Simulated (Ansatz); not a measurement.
This geometry of Cl3HSi + H (6 atoms, charge 0, multiplicity 2) is a first-order saddle point.

The calculation used Ansatz, UKS PBE0-D4/def2-SVP.

```xyz
6
Properties=species:S:1:pos:R:3
H -0.845 -0.603 0.475
Si 0.292 0.208 -0.164
Cl 1.089 -0.845 -1.727
Cl 1.748 0.562 1.229
Cl -0.441 1.991 -0.849
H -1.842 -1.313 1.035
```

Q: Which two structures does it join? (They come from a converged band through this point; their orientation in space is the band's.)

A: Bonds broken: H1–Si2. Bonds formed: H1–H6. Cl3HSi + H becomes Cl3Si + H2.

First end point:

```xyz
6
Properties=species:S:1:pos:R:3
H -0.797 -0.272 0.322
Si 0.377 0.400 -0.268
Cl 1.139 -0.746 -1.781
Cl 1.809 0.669 1.165
Cl -0.174 2.220 -1.017
H -2.354 -2.271 1.580
```

Last end point:

```xyz
6
Properties=species:S:1:pos:R:3
H -1.809 -1.227 1.015
Si 0.351 0.701 -0.405
Cl 0.925 -0.763 -1.736
Cl 1.616 0.664 1.220
Cl 0.481 2.540 -1.323
H -1.563 -1.915 1.230
```

Q: How far does it lie above each of them?

A: 0.081 eV above the first and 0.591 eV above the second. This is the barrier of this one path; another mechanism may lie lower.

Run time: 3.2 min on 2 threads of Arm Neoverse V2 (shared host), peak memory 0.25 GiB.
